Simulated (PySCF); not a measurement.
ClHSe₂, SMILES Cl[Se][SeH].

The structure is a stationary point at r2SCAN-D4/def2-SVP. The values are those of a single conformer.

The numbers are results of TDDFT-CAM-B3LYP/def2-SVPD (PySCF), not measurements.

Vertical excitations. Gas-phase values at a fixed geometry.

| state | energy (eV) | λ (nm) | f | main pairs |
|---|---|---|---|---|
| S1 | 2.87 | 432 | 0.001 | HOMO→LUMO 96 % |
| S2 | 3.90 | 318 | 0.002 | HOMO→LUMO+1 90 % |
| S3 | 4.18 | 297 | 0.025 | HOMO−1→LUMO 69 %, HOMO−1→LUMO+1 24 % |
| S4 | 4.74 | 262 | 0.010 | HOMO−2→LUMO 92 % |
| S5 | 4.85 | 256 | 0.035 | HOMO−1→LUMO+1 69 %, HOMO−1→LUMO 21 % |
| S6 | 5.55 | 224 | 0.002 | HOMO−3→LUMO 92 % |
| S7 | 5.83 | 213 | 0.006 | HOMO→LUMO+2 52 %, HOMO−1→LUMO+2 39 % |
| S8 | 5.97 | 208 | 0.010 | HOMO−1→LUMO+2 52 %, HOMO→LUMO+2 39 % |
| S9 | 6.49 | 191 | 0.116 | HOMO−2→LUMO+1 59 %, HOMO−4→LUMO 26 % |
| S10 | 6.71 | 185 | 0.134 | HOMO−4→LUMO 59 %, HOMO−2→LUMO+1 19 % |
| T1 | 2.17 | 571 | 0 | HOMO→LUMO 95 % |
| T2 | 3.34 | 371 | 0 | HOMO→LUMO+1 84 % |
| T3 | 3.46 | 358 | 0 | HOMO−1→LUMO 77 % |
| T4 | 4.06 | 306 | 0 | HOMO−2→LUMO 91 % |
Triplets are in the Tamm–Dancoff approximation, which puts them higher than full response would, so one can lie above its singlet here.
